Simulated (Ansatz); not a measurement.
A nudged elastic band was laid between two geometries of AlH$_{7}$SSi$_{2}$ (11 atoms, charge 0, multiplicity 1).

Level of theory: RKS PBE0/def2-SVP (Ansatz).

```json
{"movable images": "7", "climbing image": "yes", "spring": "5.0 eV/Å²", "optimiser": "quadratic models (default)", "start path": "through a guess of the saddle point", "force threshold": "0.03 eV/Å", "iteration limit": "60", "end points": "relaxed"}
```

Initial state:

```xyz
11
Properties=species:S:1:pos:R:3
Al -1.100 1.996 -0.792
Si 0.105 -0.144 -0.723
Si 1.014 -0.595 1.396
S -1.344 -1.695 -1.177
H -2.664 2.044 -1.073
H -0.290 3.339 -0.522
H 1.237 -0.154 -1.713
H 1.545 -1.994 1.440
H -0.051 -0.462 2.439
H 2.124 0.353 1.725
H -0.511 -2.743 -0.981
```

Final state:

```xyz
11
Properties=species:S:1:pos:R:3
Al -0.422 1.456 -0.355
Si 1.322 -0.130 -1.152
Si 1.078 -0.145 1.219
S -0.403 -1.860 -1.209
H -1.914 0.841 -0.407
H -0.166 2.984 0.017
H -1.589 -1.213 -0.997
H 0.630 -1.395 1.913
H -0.096 0.824 1.593
H 2.214 0.497 1.948
H -0.589 -1.916 -2.549
```

**Question.** What changes between the two ends?

**Answer.** Bonds broken: Si2–H7. Bonds formed: S4–H7.

**Question.** Give the energies along the band, and the barrier.

**Answer.** It converged. The highest image is number 3 of 0 to 8, 217.1 kJ/mol above the first end and 56.9 kJ/mol above the last; the last end lies 160.1 kJ/mol above the first. Neighbouring images differ by up to 1.2 eV, so the band resolves the path poorly. A vibrational analysis at the climbing image gives one clearly imaginary mode, 489i cm⁻¹: a first-order saddle point. The orbitals stay closed-shell, which can raise the energy where a bond breaks towards radicals; this wasn't checked here.

```json
{"image": "0", "path coordinate (Å)": "0.00", "energy (kJ/mol)": "0.0", "Si2–H7 (Å)": "1.50", "S4–H7 (Å)": "3.05"}
{"image": "1", "path coordinate (Å)": "0.76", "energy (kJ/mol)": "5.9", "Si2–H7 (Å)": "1.50", "S4–H7 (Å)": "2.96"}
{"image": "2", "path coordinate (Å)": "1.52", "energy (kJ/mol)": "98.8", "Si2–H7 (Å)": "1.49", "S4–H7 (Å)": "2.32"}
{"image": "3", "path coordinate (Å)": "2.28", "energy (kJ/mol)": "217.1", "Si2–H7 (Å)": "1.77", "S4–H7 (Å)": "1.52"}
{"image": "4", "path coordinate (Å)": "3.48", "energy (kJ/mol)": "177.4", "Si2–H7 (Å)": "2.93", "S4–H7 (Å)": "1.35"}
{"image": "5", "path coordinate (Å)": "4.69", "energy (kJ/mol)": "172.9", "Si2–H7 (Å)": "3.00", "S4–H7 (Å)": "1.35"}
{"image": "6", "path coordinate (Å)": "5.90", "energy (kJ/mol)": "170.5", "Si2–H7 (Å)": "3.08", "S4–H7 (Å)": "1.36"}
{"image": "7", "path coordinate (Å)": "7.10", "energy (kJ/mol)": "167.1", "Si2–H7 (Å)": "3.10", "S4–H7 (Å)": "1.37"}
{"image": "8", "path coordinate (Å)": "8.31", "energy (kJ/mol)": "160.1", "Si2–H7 (Å)": "3.11", "S4–H7 (Å)": "1.37"}
```

**Question.** What is the geometry of the highest image?

**Answer.** 
```xyz
11
Properties=species:S:1:pos:R:3
Al -0.914 2.072 -0.681
Si 0.676 0.236 -0.821
Si 1.034 -0.534 1.374
S -1.114 -1.518 -1.297
H -2.360 1.965 -1.345
H -0.441 3.452 -0.037
H 0.158 -1.011 -1.958
H 1.566 -1.936 1.334
H -0.200 -0.557 2.226
H 2.056 0.333 2.041
H -0.395 -2.559 -0.817
```

The band took 19 iterations and of the order of 7 core-minutes.

Run time: 3.6 min on 2 threads of Intel(R) Xeon(R) Platinum 8488C (Sapphire Rapids) (shared host), peak memory 0.27 GiB.
